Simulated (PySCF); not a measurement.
Compound: C₄H₅F₂O₂ (charge -1).
Structure used (GFN2-xTB), in Å, numbered top down from 1:
```
atom  x, y, z in Å
O1    -0.494   -1.985   -1.289
C2    -1.014   -1.203   -0.497
O3    -2.191   -1.033   -0.190
C4     0.044   -0.237    0.305
C5    -0.654    1.059    0.631
F6    -0.033    1.789    1.645
C7     1.294   -0.094   -0.525
F8     2.405    0.320    0.207
H9     0.281   -0.767    1.233
H10   -1.668    0.846    0.983
H11   -0.693    1.725   -0.238
H12    1.166    0.646   -1.323
H13    1.552   -1.065   -0.960
```

A PySCF run (density fitting, gas phase, GFN2-xTB geometry) gave HOMO -1.87 eV, LUMO 5.65 eV and E = -505.056 Eh.

Question: Which of these levels was it?
A. PBE0/pcSseg-1
B. WP04/MINI
C. PBE0/STO-3G

Answer: A. It is PBE0/pcSseg-1. All candidates on this geometry:

```tsv
level and settings	kind	basis functions	SCF cycles	E (Eh)	HOMO (eV)	LUMO (eV)
WP04/MINI, fitting basis def2-qzvpp-jkfit	global hybrid fitted to proton shifts	45	10	-511.8909	-3.05	3.63
PBE0/pcSseg-1	global hybrid	161	14	-505.0565	-1.87	5.65
PBE0/STO-3G, fitting basis def2-universal-jkfit	global hybrid	45	10	-498.0844	4.52	12.85
```

The nearest other candidate, by the summed differences of HOMO and LUMO, is WP04/MINI: its HOMO differs by -1.18 eV and its LUMO by -2.02 eV. Cycle counts include a coarse-grid stage where the run had one. WP04 was designed for NMR shieldings or shifts; total energies of different functionals aren't comparable. The HOMO energy is positive at PBE0/STO-3G; such an orbital is held in place by the finite basis.
